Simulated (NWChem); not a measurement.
Species: GeCl$_{2}$, singlet; SMILES [Ge]([Cl])[Cl]

```xyz
3

Ge     0.0000     0.0000     0.7236
Cl    -1.6822     0.0000    -0.6810
Cl     1.6822     0.0000    -0.6810
```
Atoms are numbered in this order, from 1.

Low-valent species are run as closed-shell singlets; no triplet was tried in these runs. Structure relaxed at the PBE0/def2-SVP level.

Symmetry labels are those of C2v in the frame above (b1 and b2, or b-type labels, depend on it).

List the 4 lowest vertical singlet excitations from PBE/def2-SVPD, TDA (NWChem).


```json
[
 {"state": "S1", "energy (eV)": "3.79", "oscillator strength": "0.018", "symmetry": "b2", "leading excitation (squared amplitude)": "HOMO → LUMO (0.94)"},
 {"state": "S2", "energy (eV)": "3.83", "oscillator strength": "0.000", "symmetry": "a2", "leading excitation (squared amplitude)": "HOMO−1 → LUMO (1.00)"},
 {"state": "S3", "energy (eV)": "4.76", "oscillator strength": "0.038", "symmetry": "b1", "leading excitation (squared amplitude)": "HOMO−2 → LUMO (0.89)"},
 {"state": "S4", "energy (eV)": "5.15", "oscillator strength": "0.016", "symmetry": "b2", "leading excitation (squared amplitude)": "HOMO−4 → LUMO (0.94)"}
]
```
